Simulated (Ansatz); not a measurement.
Consider the substitution at a C–N bond: `N[CH2][GeH3]` + H₂S → `S[CH2][GeH3]` + NH₃.

Calculated with Ansatz (gas phase, PBE0-D4/def2-TZVP geometries, no zero-point term in ΔE). CBS: MP2 limit from def2 TZ/QZ plus the TZ coupled-cluster correction, frozen cores. This one scheme is used for every species. For Ge outer-core shells are correlated without core-valence functions, which leaves a few kJ/mol of doubt a bond. Scalar relativity is left out up to krypton. Each species was taken in one conformer, which may not be the lowest.

```csv
species,HF/def2-SVP energy (Eh)
`N[CH2][GeH3]`,-2171.40127
H₂S,-398.56703
`S[CH2][GeH3]`,-2513.82442
NH₃,-56.14875
```

Problem. Work out ΔE.

Solution. ΔE = (-2513.82442) + (-56.14875) − (-2171.40127) − (-398.56703) = -0.00487 Eh = -12.8 kJ/mol. CCSD(T)/CBS gives -37.7 kJ/mol.

Problem. What do rigid-rotor, harmonic-oscillator terms from PBE0-D4/def2-TZVP frequencies (298.15 K, 1 bar) make of the CCSD(T)/CBS value? (An estimate is asked.)

Solution. Computed: ΔZPE = +3.8 kJ/mol, ΔH = -33.2 kJ/mol, ΔS = -1 J/(mol·K), ΔG = -32.9 kJ/mol.

Largest T1 diagnostic among the species: 0.011.

Leaving LDA and LC-ωPBE aside and taking each functional with its dispersion term where it has one, the values, not all of them listed here, spread over 6.2 kJ/mol, from PBE-QIDH to CAM-B3LYP-D4. LDA lies +3.8 kJ/mol from PBE without D4. At CCSD(T), def2-SVP lies +19.7 kJ/mol from the extrapolated value and def2-TZVPP +4.0 kJ/mol.
